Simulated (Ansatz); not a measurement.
`CB[Si](F)(F)F` + CH₃SH → `CS[Si](F)(F)F` + `BC` at 400 K and 1 bar (cleavage of the Si–B bond).

Calculated with Ansatz (gas phase, PBE0-D4/def2-TZVP geometries, no zero-point term in ΔE). CCSD(T)/CBS adds triple-zeta CCSD(T) − MP2 to the extrapolated MP2 energy (def2 sets, frozen cores). This one scheme is used for every species. One conformer a species, not always the lowest.

```json
{"species": "`CB[Si](F)(F)F`", "CCSD(T)/CBS energy (Eh)": "-653.90979", "H − E (kJ/mol)": "188.9", "S (J/(mol·K))": "411.9"}
{"species": "CH₃SH", "CCSD(T)/CBS energy (Eh)": "-438.22835", "H − E (kJ/mol)": "138.7", "S (J/(mol·K))": "269.4"}
{"species": "`CS[Si](F)(F)F`", "CCSD(T)/CBS energy (Eh)": "-1026.33397", "H − E (kJ/mol)": "164.0", "S (J/(mol·K))": "405.2"}
{"species": "`BC`", "CCSD(T)/CBS energy (Eh)": "-65.83255", "H − E (kJ/mol)": "164.9", "S (J/(mol·K))": "265.6"}
```

H − E and S are ideal-gas, rigid-rotor, harmonic terms from PBE0-D4/def2-TZVP, for one conformer and one mirror image of each species. 1 Eh = 2625.50 kJ/mol, R = 8.31446 J/(mol·K).

**Question.** By hand: ΔE, ΔH, ΔS and ΔG.

**Answer.** ΔE = (-1026.33397) + (-65.83255) − (-653.90979) − (-438.22835) = -0.02838 Eh = -74.5 kJ/mol. Δ(H − E) = 164.0 + 164.9 − 188.9 − 138.7 = 1.3, so ΔH = -73.2 kJ/mol. ΔS = 405.2 + 265.6 − 411.9 − 269.4 = -10.5 J/(mol·K). ΔG = -73.2 − 400 × (-10.5)/1000 = -69.0 kJ/mol.

**Question.** By hand: the equilibrium constant, and the temperature at which ΔG would vanish if ΔH and ΔS stayed fixed.

**Answer.** log₁₀ K = −ΔG/(RT ln 10) = 9.0. ΔG = 0 at ΔH/ΔS = 6971 K, far beyond where these terms or the molecules hold.

The number of gas molecules stays the same, so ΔS is small and ΔH decides. A doubt of 5 kJ/mol in ΔE shifts log₁₀ K by 0.7 here. Other conformers and mirror images would add mixing entropy, several J/(mol·K) or more a flexible species. Modes under 60 cm⁻¹, often nearly free rotors, make the harmonic entropy too high. These are equilibria of isolated gas molecules and say nothing of rates. Largest T1 diagnostic: 0.012 (customary marks: 0.02 for closed shells, 0.045 for open ones).
